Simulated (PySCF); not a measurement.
triplet silylene (H$_{2}$Si), triplet, geometry from GFN2-xTB. Base run: HF/3-21G (PySCF).

Input for PySCF:
```python
from pyscf import gto, scf

mol = gto.M(
    atom='''
Si   -0.006391   -0.001951    0.085235
H     0.045667    1.283842   -0.567511
H     0.043812   -1.256535   -0.625785
''',
    basis='3-21g',
    charge=0,
    spin=2,
    verbose=4,
)

mf = scf.UHF(mol)
mf.kernel()
```

Each row names what was changed in the base input (with any setting that the change needs).

```tsv
change	ΔE vs base (µEh)	SCF cycles	<S^2>
base	0.0	9	2.007
damp = 0.5; diis_start_cycle = 5	0.0	11	2.007
conv_tol_grad = 1e-7	0.0	11	2.007
diis = off; damp = 0.3 (with mf.diis_start_cycle = 200; with mf.max_cycle = 150)	0.0	32	2.007
solver = newton; init_guess = 1e	0.0	-	2.007
init_guess = sap	0.0	9	2.007
conv_tol_grad = 1e-3	0.0	9	2.007
diis_space = 20	0.0	9	2.007
conv_tol = 1e-12	0.0	11	2.007
level_shift = 0.5 (with mf.max_cycle = 100)	0.0	15	2.007
DIIS = ADIIS	0.0	21	2.007
conv_tol = 1e-7	0.0	8	2.007
level_shift = 0.3 (with mf.max_cycle = 100)	0.0	13	2.007
```

Open shells are given as the SCF converged; they aren't shown to be the lowest states, and a large step between rows can be another state.
